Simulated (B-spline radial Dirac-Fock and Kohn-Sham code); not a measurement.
What relativity does to the binding energies of Br

System: neutral bromine, [Ar] 3d10 4s2 4p5.

Both columns are ΔSCF binding energies of the configuration average from a radial finite-basis atomic code: non-relativistic Hartree-Fock with a point nucleus, and Dirac-Fock with a finite nucleus and the Coulomb interaction alone, averaged over the two j levels with weights 2j+1.

```
shell  Hartree-Fock (eV)  Dirac-Fock (eV)  shift (eV)  shift (%)
   1s            13282.9          13511.8     +228.86      +1.72
   2s             1747.4           1799.2      +51.79      +2.96
   3s              260.0            268.7       +8.67      +3.34
   3d              78.79            76.99       -1.80      -2.28
   4s              25.85            26.58       +0.73      +2.82
   4p              11.56            11.53       -0.03      -0.27
```

Relativity binds 1s, 2s, 3s, 4s more strongly, among those listed most of all 3s in relative terms, and 3d, 4p more weakly.

Values without a named source are computed, but for edge energies of neutral atoms, which are taken from tables.
